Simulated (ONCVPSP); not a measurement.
Which change was made? (Ga, ONCV)

ONCVPSP 4.0.1 input, shortened (lines: element, Z, core and valence counts, functional; n l f; lmax; l rc ep ncon nbas qcut; lloc lpopt rc5 dvloc0; l nproj debl; icmod fcfact rcfact), BLYP, scalar-relativistic:

```
  Ga 31.00    4    4  -106131      upf
    1    0    2.00
    2    0    2.00
    2    1    6.00
    3    0    2.00
    3    1    6.00
    3    2   10.00
    4    0    2.00
    4    1    1.00
    3
    0    1.70    0.00    4    9    2.90
    1    1.20    0.00    4    9    9.80
    2    0.95    0.00    5    9   15.30
    3    1.85    0.04    4    8    7.00
    4    4    0.90    1.00
    0    2    1.60
    1    3    2.40
    2    2    2.70
    3    2    2.50
    2    0.20    1.15
```

Cutoffs, loose and tight: the cutoffs (Ha) at which the residual kinetic energy of the hardest occupied pseudo-wave falls to 1 and 0.1 mHa per electron. They do not see the model core or the augmentation charge, which bear on the density cutoff. Test errors are all-electron minus pseudo excitation energies from the reference, over the configurations 3p6 3d10 4s2 4p0; 3p6 3d10 4s1 4p0; 3p6 3d10 4s0 4p0; 3p6 3d10 4s2 4p0.5; variants that change the core or the reference have their own tests. The largest error is taken over the tests solved by every variant that gives reliable tests at all, those not shown here included: 3p6 3d10 4s1 4p0; 3p6 3d10 4s2 4p0; 3p6 3d10 4s2 4p0.5.

The base gives: outcome: generated; cutoff, loose: 107 Ha; cutoff, tight: 182 Ha; bound ghosts: none; GHOST(+) flags above zero: s; largest test error (meV): -4.9.

(1) After one change the result is: outcome: generated; cutoff, loose: 134 Ha; cutoff, tight: 150 Ha; bound ghosts: s, p; GHOST(+) flags above zero: s, p; largest test error (meV): -39. Which change was it?
A. s: qcut 2.2; p: qcut 7.6; d: qcut 11.9; f: qcut 5.4
B. core [Ar], valence charge 13; reference 3d10 4s2; waves now 4s: rc 1.70 bohr, ncon 5, nbas 8, qcut 4.1 1/bohr, 3 projectors, debl 2.6 Ha; p scattering state at 0.38 Ha: rc 1.35 bohr, ncon 4, nbas 9, qcut 6.7 1/bohr, 2 projectors, debl 0.7 Ha; 3d: rc 0.85 bohr, ncon 4, nbas 8, qcut 18.4 1/bohr, 1 projector; f scattering state at 0.44 Ha: rc 1.40 bohr, ncon 4, nbas 9, qcut 7.8 1/bohr, 1 projector; local potential polynomial inside 0.75 bohr (lpopt 5, dvloc0 0 Ha)
C. local potential polynomial inside 0.70 bohr (lpopt 5, dvloc0 6 Ha)

## Answers

(1) B. The others give: s: qcut 2.2; p: qcut 7.6; d: qcut 11.9; f: qcut 5.4 → outcome: generated; cutoff, loose: 302 Ha; cutoff, tight: 342 Ha; bound ghosts: none; GHOST(+) flags above zero: s, p; largest test error (meV): -4.0 | local potential polynomial inside 0.70 bohr (lpopt 5, dvloc0 6 Ha) → outcome: generated; cutoff, loose: 107 Ha; cutoff, tight: 182 Ha; bound ghosts: s; GHOST(+) flags above zero: none; largest test error (meV): -5.2.
